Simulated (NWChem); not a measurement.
System: CH5AlO2; SMILES C[O][AlH][OH]

Input file for NWChem:

```
start job
memory heap 200 mb stack 900 mb global 1100 mb
geometry units angstroms
  Al    -0.403708    -0.003427     0.648164
  H     -1.690611    -0.621103     1.089503
  O      0.387383     0.898995     1.767809
  H      0.833580     1.416619     2.422199
  O      0.022466    -0.329054    -0.910996
  C      0.329327    -0.636949    -2.238750
  H      1.164918    -1.340463    -2.277537
  H     -0.537222    -1.090345    -2.726267
  H      0.606203     0.270093    -2.781976
end
basis spherical
  * library def2-svp
end
dft
  xc pbe0
  iterations 150
end
driver
  maxiter 120
end
task dft optimize
task dft freq
```

Parts of the log:

```
             Northwest Computational Chemistry Package (NWChem) 7.3.0
             --------------------------------------------------------

 C1  symmetry detected

                             Geometry "geometry" -> ""
                             -------------------------

 Output coordinates in angstroms (scale by  1.889725989 to convert to a.u.)

  No.       Tag          Charge          X              Y              Z
 ---- ---------------- ---------- -------------- -------------- --------------
    1 Al                  13.0000    -0.44778510     0.68767288    -0.00002499
    2 H                    1.0000    -1.91946435     0.94570288    -0.00196877
    3 O                    8.0000     0.51945271     2.01366172    -0.00008915
    4 H                    1.0000     1.06604717     2.78598751    -0.00017457
    5 O                    8.0000    -0.02357377    -0.90565079     0.00122074
    6 C                    6.0000     0.27439516    -2.27060671    -0.00066089
    7 H                    1.0000     0.66758593    -2.57039211     0.97411007
    8 H                    1.0000    -0.62860392    -2.84913211    -0.21053928
    9 H                    1.0000     1.02223900    -2.49236081    -0.76618993

 Effective nuclear repulsion energy (a.u.)     158.4915040600

                                Z-matrix (autoz)
                                --------

 Units are Angstrom for bonds and degrees for angles

[...]

      ----------------------
      Optimization converged
      ----------------------

  Step       Energy      Delta E   Gmax     Grms     Xrms     Xmax
  ---- ---------------- -------- -------- -------- -------- --------
@   48    -433.52668777 -6.1D-08  0.00002  0.00001  0.00071  0.00168
                                     ok       ok       ok       ok

                                Z-matrix (autoz)
                                --------

 Units are Angstrom for bonds and degrees for angles

[...]

 Rotational Constants
 --------------------
 A=   0.829032 cm-1  (  1.192766 K)
 B=   0.095355 cm-1  (  0.137191 K)
 C=   0.086923 cm-1  (  0.125060 K)

 Temperature                      =   298.15K
 frequency scaling parameter      =   1.0000

 Zero-Point correction to Energy  =   39.346 kcal/mol  (  0.062702 au)
 Thermal correction to Energy     =   43.506 kcal/mol  (  0.069331 au)
 Thermal correction to Enthalpy   =   44.098 kcal/mol  (  0.070275 au)

 Total Entropy                    =   79.383 cal/mol-K
   - Translational                =   38.883 cal/mol-K (mol. weight =  76.0105)
   - Rotational                   =   24.955 cal/mol-K (symmetry #  =        1)
   - Vibrational                  =   15.545 cal/mol-K

 Cv (constant volume heat capacity) =   20.448 cal/mol-K
   - Translational                  =    2.979 cal/mol-K
   - Rotational                     =    2.979 cal/mol-K
   - Vibrational                    =   14.489 cal/mol-K

[normal modes left out]

 ----------------------------------------------------------------------------
 Normal Eigenvalue ||           Projected Infra Red Intensities
  Mode   [cm**-1]  || [atomic units] [(debye/angs)**2] [(KM/mol)] [arbitrary]
 ------ ---------- || -------------- ----------------- ---------- -----------
    1        0.000 ||    0.000620           0.014         0.604       0.098
    2        0.000 ||    0.000167           0.004         0.163       0.026
    3        0.000 ||    0.000279           0.006         0.272       0.044
    4        0.000 ||    0.000004           0.000         0.004       0.001
    5        0.000 ||    0.000698           0.016         0.680       0.110
    6        0.000 ||    0.000189           0.004         0.184       0.030
    7       81.295 ||    0.000266           0.006         0.259       0.042
    8      101.647 ||    0.002690           0.062         2.622       0.424
    9      102.463 ||    0.006262           0.144         6.104       0.986
   10      249.241 ||    0.038781           0.895        37.806       6.108
   11      378.520 ||    0.220215           5.081       214.676      34.683
   12      508.659 ||    0.104360           2.408       101.736      16.437
   13      562.599 ||    0.123784           2.856       120.670      19.496
   14      662.785 ||    0.081554           1.882        79.503      12.845
   15      720.301 ||    0.197466           4.556       192.500      31.101
   16      908.854 ||    0.112143           2.587       109.322      17.662
   17     1188.064 ||    0.018036           0.416        17.583       2.841
   18     1191.750 ||    0.000150           0.003         0.146       0.024
   19     1279.934 ||    0.355033           8.191       346.104      55.917
   20     1474.288 ||    0.001644           0.038         1.602       0.259
   21     1480.198 ||    0.001391           0.032         1.356       0.219
   22     1486.823 ||    0.020413           0.471        19.899       3.215
   23     2000.384 ||    0.131066           3.024       127.770      20.643
   24     3000.841 ||    0.101612           2.344        99.056      16.004
   25     3079.422 ||    0.051022           1.177        49.739       8.036
   26     3092.015 ||    0.042425           0.979        41.358       6.682
   27     3985.994 ||    0.102037           2.354        99.470      16.071
 ----------------------------------------------------------------------------
```

Level: PBE0/def2-SVP.
